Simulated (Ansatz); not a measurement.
Cost and result up the ladder for BTBT (C14H8S2) (24 atoms). Charge 0, multiplicity 1. Geometry: PBE-D4/def2-SVP.

```tsv
atom	x (Å)	y (Å)	z (Å)
C1	-2.449	0.894	3.650
C2	-1.623	2.011	3.389
C3	-0.746	2.012	2.302
C4	-0.686	0.884	1.455
C5	-1.529	-0.240	1.733
C6	-2.409	-0.237	2.827
S7	-1.318	-1.553	0.574
C8	-0.111	-0.624	-0.290
C9	0.685	-0.883	-1.455
C10	0.746	-2.012	-2.302
C11	1.623	-2.011	-3.389
C12	2.449	-0.895	-3.650
C13	2.409	0.237	-2.827
C14	1.529	0.240	-1.733
S15	1.318	1.553	-0.574
C16	0.110	0.624	0.290
H17	-3.134	0.911	4.511
H18	-1.671	2.889	4.050
H19	-0.103	2.882	2.098
H20	-3.052	-1.106	3.031
H21	0.103	-2.882	-2.099
H22	1.672	-2.890	-4.049
H23	3.134	-0.911	-4.511
H24	3.052	1.106	-3.031
```

Ansatz on 4 threads of Arm Neoverse V1 on a shared host. Times are rough, and most runs start from the orbitals of an earlier one. PBE0-D4/def2-TZVP serves as the yardstick here, not as an exact answer. Differences are given only for rows in sets of like size (and for xTB, whose basis is part of the method), since another set adds its own error. Binding counts from free atoms at the same level (C triplet, S triplet, H doublet; other spins of the atoms weren't run), without zero-point energy or a counterpoise term.

Correlated methods freeze 24 core orbitals. The rows differ in basis, and correlated rows in double-zeta sets carry the largest basis error.

Run but left out: HF/STO-3G (restricted singlet, unstable in another Hartree–Fock run and untested here).

Correlated methods converge slowly with the basis, most of all in double-zeta sets.

```
                            level  functions  binding energy per atom (eV)  difference from PBE0-D4/def2-TZVP (eV)                  remarks
r2SCAN-D4/def2-TZVP (with forces)        556                          5.40                                   -0.07                        –
                     MP2/def2-SVP        272                          5.30                                       –  restricted SCF unstable
                  PBE-D4/def2-SVP        272                          5.68                                       –                        –
                PBE0-D4/def2-TZVP        556                          5.47                                    0.00                        –
                 PBE0-D4/def2-SVP        272                          5.55                                       –                        –
   PBE-D4/def2-TZVP (with forces)        556                          5.60                                    0.13                        –
```

Question: Estimate how long each takes.

Answer: PBE-D4/def2-SVP 7 s; PBE0-D4/def2-SVP 15 s; PBE-D4/def2-TZVP (with forces) 22 s; MP2/def2-SVP 23 s; r2SCAN-D4/def2-TZVP (with forces) 41 s; PBE0-D4/def2-TZVP 50 s. On shared hardware such times vary by a factor of up to 3.
